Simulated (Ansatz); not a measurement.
Mulliken charges of FH$_{3}$NO$_{2}$V, SMILES `[NH]=[V]([OH])([OH])[F]` from PBE/def2-TZVPP in Ansatz (PBE0-D4/def2-TZVP geometry).

| atom | x (Å) | y (Å) | z (Å) | charge (e) |
| --- | --- | --- | --- | --- |
| N1 | -0.785 | 0.941 | 0.474 | -0.530 |
| V2 | 0.177 | -0.011 | -0.385 | 1.055 |
| O3 | 1.710 | -0.182 | 0.462 | -0.402 |
| O4 | -0.587 | -1.588 | -0.554 | -0.402 |
| F5 | 0.436 | 0.700 | -1.953 | -0.330 |
| H6 | -1.393 | 1.629 | 0.897 | 0.184 |
| H7 | 1.908 | 0.288 | 1.275 | 0.213 |
| H8 | -1.466 | -1.776 | -0.217 | 0.213 |

Problem. By hand: the dipole of these point charges (1 e Å = 4.8032 D).

Solution. Σ q r = (-0.155, -0.047, 0.414) e Å, of length 0.445 e Å = 2.14 D.

Problem. How does the dipole of the full density compare? (Best estimate.)

Solution. Ansatz gave: (-0.370, 0.152, 0.625) e Å, 3.56 D; the point charges give 0.60 times that, at 21° from its direction.

Point charges leave out the atoms' own dipoles, such as those of lone pairs, and Mulliken's split depends on the basis, so the two needn't agree.
